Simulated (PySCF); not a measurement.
C4HFNP3.
Cartesian coordinates in Å at the GFN2-xTB level; atoms count from 1:
```xyz
10
C4HFNP3 angstrom
N      3.702   -0.036    0.374
C      2.560   -0.020    0.260
C      1.156   -0.008    0.117
P      0.489   -1.620   -0.073
C     -1.216   -1.386   -0.231
P     -2.292   -0.031   -0.243
C     -1.218    1.324   -0.029
F     -1.911    2.501   -0.014
P      0.485    1.609    0.171
H     -1.745   -2.328   -0.355
```

Theory: PySCF, TDDFT CAM-B3LYP/def2-SVPD, vertical, gas phase, core orbitals frozen in the response.

Kohn–Sham orbitals with the atoms that hold most of them (Löwdin shares over 4%, at most four atoms; ? is withheld):

```
orbital  ε (eV)                           atoms
 LUMO+2    0.58  P6 27%, P4 19%, P9 19%, C7 11%
 LUMO+1   -2.16  P4 24%, C7 18%, C5 18%, P9 16%
   LUMO       ?  P6 23%, C3 16%, P9 16%, C5 13%
   HOMO   -9.08                               ?
 HOMO-1   -9.47                               ?
 HOMO-2   -9.77  P4 48%, P6 12%, P9 12%, C3 10%
 HOMO-3   -9.89   P6 35%, P9 31%, C7 12%, C5 7%
```

Problem. Give the leading atoms of the HOMO.

Solution. C7 (bonded to F and 2 P) 19%; P4 (bonded to 2 C) 17%; C3 (bonded to C and 2 P) 15%; P6 (bonded to 2 C) 14%. By element: carbon 34% or more, phosphorus 32% or more.

Problem. Give the leading atoms of the HOMO-1.

Solution. P9 (bonded to 2 C) 23%; C5 (bonded to 2 P and H) 21%; C3 (bonded to C and 2 P) 14%; C7 (bonded to F and 2 P) 10%. By element: carbon 45% or more, phosphorus 23% or more.

Problem. What is the LUMO energy, and the HOMO–LUMO gap?

Solution. ε(LUMO) = -2.68 eV; the gap is 6.40 eV (0.2353 hartree).

Problem. How does S1 compare with the orbital gap of 6.40 eV?

Solution. S1 is at 3.53 eV (f = 0.025), 2.87 eV below the gap, made of HOMO→LUMO (52%), HOMO-1→LUMO (18%), HOMO→LUMO+1 (15%). 

Problem. Give energy, strength and leading configuration of S2, S5 and S8, and follow the Löwdin shares of the leading atoms from the occupied to the empty orbital.

Solution. 
- S2 (3.85 eV, f 0.0016), HOMO-2→LUMO (98%): P4 48% → at most 13%, P6 12% → 23%, C3 10% → 16%
- S5 (4.27 eV, f 0.0066), HOMO-2→LUMO+1 (93%): P4 48% → 24%, P6 12% → at most 17%, C7 at most 11% → 18%
- S8 (4.84 eV, f 0.274), HOMO-1→LUMO+1 (80%): P9 23% → 16%, C5 21% → 18%, P4 at most 11% → 24%, C7 10% → 18%
